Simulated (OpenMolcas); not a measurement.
**Ir⁴⁺: CASPT2 settings compared**

```
Program             : OpenMolcas
Basis               : ANO-R1 [7s5p4d2f]
Scalar Hamiltonian  : X2C, finite nucleus
Active space        : 5 electrons in 5 orbitals (5d)
State averaging     : 2S+1 = 6 even, 1 root; 2S+1 = 4 even, 24 roots kept (CI in the orbitals of an earlier block); 2S+1 = 2 even, 45 roots kept (CI in the orbitals of an earlier block, 25 in the spin-orbit step)
Spin-orbit coupling : RASSI with atomic mean-field integrals over the reference wave functions, term energies averaged over their components
```

Methods on the same reference wave functions:
A. CASSCF
B. SS-CASPT2, IPEA 0.2 Eh, sigma1 regulariser 0.05 Eh (closed shells correlated: 5s 5p)
C. SS-CASPT2, IPEA 0.35 Eh, sigma1 regulariser 0.25 Eh (closed shells correlated: none)
D. SS-CASPT2, IPEA 0.1 Eh, imaginary shift 0.1 Eh (closed shells correlated: 5s 5p)

Energies in eV above 5d5 6S 5/2.

```
            Level       A       B       C       D
       5d5 6S 5/2  0.0000  0.0000  0.0000  0.0000
5d5 4G 7/2 [60 %]  3.3317   3.097   3.212   3.092
5d5 4P 3/2 [51 %]  3.5624   3.192   3.282   3.184
       5d5 4G 9/2  3.7981   3.639   3.750   3.639
      5d5 4G 11/2  3.9555   3.815   3.927   3.815
5d5 4P 1/2 [60 %]  4.1373   3.776   3.858   3.768
5d5 4D 7/2 [67 %]  4.4399   4.137   4.261   4.134
```

Among B to D the level of the table that moves most is 5d5 4D 7/2 [67 %], by 1000 cm-1 (lowest in D, highest in C). Moves below CASPT2's spread within the term are not significant.

From A to B the spin-free energies of the other terms of 5d5 shown, above 6S, scale by factors of 0.89 to 0.94, as is usual when dynamic correlation screens the repulsion within a d or f shell.

The lowest spin-free term lies below A's lowest term by 0.181 hartree in B, 0.039 hartree in C, 0.184 hartree in D.

Term energies are means over components that CASPT2 splits; among the terms shown or strongly mixed into the levels shown the widest spread is 43 cm-1 (5d5 4P, B). Some high roots are left out of the spin-orbit mixing, which shifts the levels that they would mix with. Terms from blocks run as CI alone lack orbitals of their own. The basis is small and was not contracted for so high a charge. Without dynamic correlation excited terms often stand tens of per cent too high (terms of higher spin than the ground term too low), and those without a measured partner can miss by more than the paired ones (holds for A). Levels of configurations outside the active space are missing. The table leaves out levels that lie high or whose names do not pair safely across all columns.

A share in square brackets marks a mixed level and gives the weight of the term that names it, the lowest over the columns.
